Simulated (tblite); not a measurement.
C4H17NSi3.
SMILES with atom numbers: `[CH3:1][CH2:2][Si:3]([CH3:4])([CH3:5])[N:6]([SiH3:7])[SiH3:8]` (hydrogens: H9, H10, H11 on C1; H12, H13 on C2; H14, H15, H16 on C4; H17, H18, H19 on C5; H20, H21, H22 on Si7; H23, H24, H25 on Si8)

Computed with GFN2-xTB (tblite), gas phase: L-BFGS steps from a force-field or distance-geometry start until the largest atomic force falls under 0.01 eV/Å.

Step 17: E = -691.0735 eV
```
atom  x, y, z in Å  |  force x, y, z in eV/Å
C1     -1.6290    2.2809   -0.1890    0.013  -0.033   0.009
C2     -1.6307    0.9896    0.6234    0.023   0.012  -0.016
Si3    -0.4757   -0.3733   -0.0657   -0.088  -0.059  -0.013
C4     -1.0851   -0.8275   -1.8171    0.016  -0.001  -0.018
C5     -0.6189   -1.9033    1.0612    0.004  -0.078   0.057
N6      1.2367    0.0612   -0.0392    0.002  -0.004   0.000
Si7     1.9043    0.7929    1.3986    0.019   0.047   0.067
Si8     2.3640   -0.8547   -1.0089    0.046  -0.043  -0.049
H9     -1.9115    2.0797   -1.2202    0.004   0.025   0.024
H10    -2.3346    3.0024    0.2248    0.042  -0.020  -0.017
H11    -0.6366    2.7273   -0.1871   -0.022  -0.016  -0.004
H12    -2.6479    0.5900    0.6482    0.060   0.013  -0.027
H13    -1.3739    1.2187    1.6581    0.017  -0.009  -0.028
H14    -0.6050   -1.7292   -2.1829   -0.004  -0.006   0.035
H15    -0.9015   -0.0472   -2.5492    0.036   0.035   0.063
H16    -2.1564   -1.0134   -1.8028    0.045   0.020   0.029
H17     0.0419   -2.6874    0.7084    0.028  -0.059  -0.037
H18    -0.3080   -1.6578    2.0708   -0.003   0.020   0.068
H19    -1.6167   -2.3215    1.1202   -0.081   0.039  -0.047
H20     3.1728    1.4278    1.0519    0.019   0.007  -0.072
H21     0.9815    1.8006    1.9076   -0.071   0.021  -0.032
H22     2.1491   -0.2102    2.4437   -0.012  -0.009   0.000
H23     3.6110   -0.1010   -1.1156   -0.011   0.061   0.028
H24     2.6518   -2.1568   -0.3897   -0.018   0.003  -0.006
H25     1.8075   -1.0636   -2.3405   -0.064   0.034  -0.014
```

Step 18: E = -691.0765 eV
```
atom  x, y, z in Å  |  force x, y, z in eV/Å
C1     -1.6276    2.2816   -0.1902    0.023  -0.059   0.021
C2     -1.6290    0.9877    0.6221    0.011   0.050  -0.026
Si3    -0.4746   -0.3786   -0.0640   -0.084   0.022  -0.018
C4     -1.0846   -0.8280   -1.8148    0.027   0.002  -0.021
C5     -0.6207   -1.9055    1.0621    0.006  -0.084   0.058
N6      1.2381    0.0575   -0.0370   -0.006  -0.024   0.022
Si7     1.9035    0.7937    1.4010    0.016   0.028   0.037
Si8     2.3651   -0.8570   -1.0097    0.024  -0.023  -0.028
H9     -1.9102    2.0808   -1.2228    0.006   0.036   0.071
H10    -2.3339    3.0029    0.2272    0.086  -0.054  -0.049
H11    -0.6330    2.7259   -0.1889   -0.064  -0.019   0.000
H12    -2.6484    0.5919    0.6474    0.085   0.008  -0.022
H13    -1.3698    1.2165    1.6568    0.002  -0.008  -0.043
H14    -0.6038   -1.7287   -2.1808   -0.008  -0.019   0.019
H15    -0.8950   -0.0446   -2.5418    0.023   0.030   0.048
H16    -2.1562   -1.0118   -1.8037    0.050   0.022   0.025
H17     0.0374   -2.6907    0.7110    0.062  -0.090  -0.052
H18    -0.3104   -1.6603    2.0709    0.000   0.025   0.103
H19    -1.6183   -2.3213    1.1178   -0.121   0.026  -0.033
H20     3.1694    1.4287    1.0439    0.016   0.005  -0.055
H21     0.9763    1.8020    1.9013   -0.060   0.016  -0.024
H22     2.1516   -0.2052    2.4518   -0.019   0.012  -0.023
H23     3.6063   -0.0938   -1.1145   -0.002   0.046   0.024
H24     2.6558   -2.1627   -0.3965   -0.021   0.027  -0.016
H25     1.8013   -1.0568   -2.3396   -0.053   0.024  -0.017
```

Step 19: E = -691.0801 eV
```
atom  x, y, z in Å  |  force x, y, z in eV/Å
C1     -1.6254    2.2814   -0.1914    0.033  -0.068   0.025
C2     -1.6264    0.9859    0.6199    0.006   0.063  -0.028
Si3    -0.4743   -0.3849   -0.0619   -0.035   0.088  -0.001
C4     -1.0834   -0.8286   -1.8119    0.039   0.007  -0.013
C5     -0.6226   -1.9097    1.0642    0.001  -0.073   0.045
N6      1.2396    0.0534   -0.0344   -0.015  -0.053   0.050
Si7     1.9025    0.7948    1.4041    0.003   0.008  -0.018
Si8     2.3666   -0.8600   -1.0109   -0.017   0.020  -0.001
H9     -1.9085    2.0828   -1.2250    0.003   0.035   0.094
H10    -2.3315    3.0022    0.2294    0.111  -0.071  -0.068
H11    -0.6296    2.7240   -0.1913   -0.078  -0.015   0.005
H12    -2.6472    0.5942    0.6458    0.086  -0.004  -0.015
H13    -1.3644    1.2132    1.6543   -0.012   0.000  -0.045
H14    -0.6022   -1.7284   -2.1776   -0.010  -0.033  -0.004
H15    -0.8862   -0.0405   -2.5310    0.009   0.021   0.020
H16    -2.1551   -1.0092   -1.8039    0.044   0.024   0.014
H17     0.0330   -2.6967    0.7134    0.070  -0.097  -0.047
H18    -0.3135   -1.6631    2.0728   -0.008   0.010   0.107
H19    -1.6224   -2.3201    1.1138   -0.126   0.012  -0.009
H20     3.1652    1.4298    1.0328    0.009   0.003  -0.029
H21     0.9688    1.8036    1.8926   -0.040   0.006  -0.014
H22     2.1538   -0.1992    2.4608   -0.024   0.035  -0.044
H23     3.6000   -0.0838   -1.1126    0.007   0.022   0.018
H24     2.6597   -2.1693   -0.4045   -0.020   0.048  -0.026
H25     1.7925   -1.0477   -2.3383   -0.035   0.011  -0.018
```

Q: Estimate the geometry and energy of step 20. (The exact step hangs on the optimiser's Hessian estimate; all steps are aligned on step 19, rigid shifts and turns removed.)

A: E = -691.0834 eV, largest force 0.128 eV/Å
```
atom  x, y, z in Å  |  force x, y, z in eV/Å
C1     -1.6226    2.2801   -0.1923    0.038  -0.052   0.016
C2     -1.6236    0.9850    0.6173    0.010   0.040  -0.015
Si3    -0.4744   -0.3897   -0.0596    0.028   0.090   0.030
C4     -1.0813   -0.8291   -1.8091    0.046   0.011   0.001
C5     -0.6243   -1.9151    1.0671   -0.009  -0.045   0.021
N6      1.2407    0.0486   -0.0313   -0.023  -0.073   0.070
Si7     1.9017    0.7962    1.4066   -0.013  -0.001  -0.067
Si8     2.3676   -0.8623   -1.0121   -0.054   0.064   0.015
H9     -1.9069    2.0855   -1.2256   -0.007   0.019   0.075
H10    -2.3273    3.0003    0.2305    0.099  -0.056  -0.059
H11    -0.6275    2.7220   -0.1936   -0.047  -0.002   0.010
H12    -2.6445    0.5961    0.6438    0.061  -0.020  -0.008
H13    -1.3592    1.2101    1.6511   -0.018   0.013  -0.026
H14    -0.6009   -1.7288   -2.1746   -0.009  -0.037  -0.025
H15    -0.8774   -0.0359   -2.5200   -0.002   0.011  -0.013
H16    -2.1532   -1.0063   -1.8036    0.032   0.024   0.002
H17     0.0298   -2.7042    0.7150    0.042  -0.071  -0.019
H18    -0.3167   -1.6659    2.0764   -0.026  -0.022   0.074
H19    -1.6283   -2.3184    1.1097   -0.084   0.003   0.017
H20     3.1612    1.4309    1.0215   -0.001   0.001  -0.003
H21     0.9607    1.8052    1.8837   -0.015  -0.006  -0.006
H22     2.1554   -0.1930    2.4685   -0.026   0.051  -0.057
H23     3.5940   -0.0736   -1.1103    0.009  -0.004   0.011
H24     2.6628   -2.1748   -0.4126   -0.017   0.062  -0.032
H25     1.7833   -1.0386   -2.3373   -0.013   0.000  -0.012
```

The energy changes by -0.0033 eV. The first-order estimate −F·Δx gives -0.0046 eV and the mean of the old and new forces, exact on a quadratic surface, -0.0033 eV. The step makes an angle of 71° with the force vector and moves no atom by more than 0.015 Å.

The cost below is that of the whole relaxation. On an Intel Xeon at 2.50 GHz with one thread, on a shared host, this took 13 s wall, 11 s CPU.
